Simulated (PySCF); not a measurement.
# Correlation energy of Ta⁻ (tantalum, charge -1)

[Xe] 4f14 5d4 6s2, high-spin 5D determinant. All numbers are calculated (PySCF 2.14, the spin-free X2C one-electron Hamiltonian (Gaussian nucleus), in x2c-TZVPPall with one added diffuse shell each of s, p, d, f type (12s8p8d4f1g, 113 functions)). Frozen: [Xe] 4f14; 6 electrons correlated.

MP2 pair energies summed by pair of shells (mhartree):

```json
{"pair": "5d-6s", "energy": "-32.90", "share (%)": "43.8"}
{"pair": "5d-5d", "energy": "-31.97", "share (%)": "42.6"}
{"pair": "6s-6s", "energy": "-10.24", "share (%)": "13.6"}
```

Total MP2 correlation energy: -75.11 mhartree.

Same-spin part -47.67 and opposite-spin part -27.44 mhartree; SCS-MP2 scales them by 1/3 and 6/5 to -48.81 mhartree.

The Hartree-Fock reference does not bind the outermost electron (its level is positive or very diffuse), so these energies belong to a reference that the basis holds together.
